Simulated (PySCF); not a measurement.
All values below come from B3LYP-D3(BJ)/def2-TZVP // PBE0-D4/def2-TZVP run with PySCF. All species are isolated molecules in the gas phase. One relaxed conformer stands for a flexible species; it need not be the lowest. B3LYP has the VWN-RPA correlation part, as in Gaussian. Excitations are Tamm–Dancoff values on a coarser integration grid. The basis has no diffuse functions, so Rydberg states are missing or too high.

Reference species (SMILES): `[SiH3]Cl` (neutral, multiplicity 1).

S1 excitation (TDA): 7.28 eV
HOMO–LUMO gap: 8.48 eV
S1 oscillator strength: 0.010

Changed species: `C(O)[SiH2]Cl` (H–O–C–Si torsion -176°, O–C–Si–Cl torsion 67°) (X = hydroxymethyl; the reference has X = H).

Problem. What does the change do to the S1 excitation (TDA), HOMO–LUMO gap and S1 oscillator strength?

Solution. the S1 excitation (TDA) decreases by 0.39 eV, to 6.89 eV; the HOMO–LUMO gap falls by 0.33 eV, to 8.15 eV; the S1 oscillator strength is nearly the same.
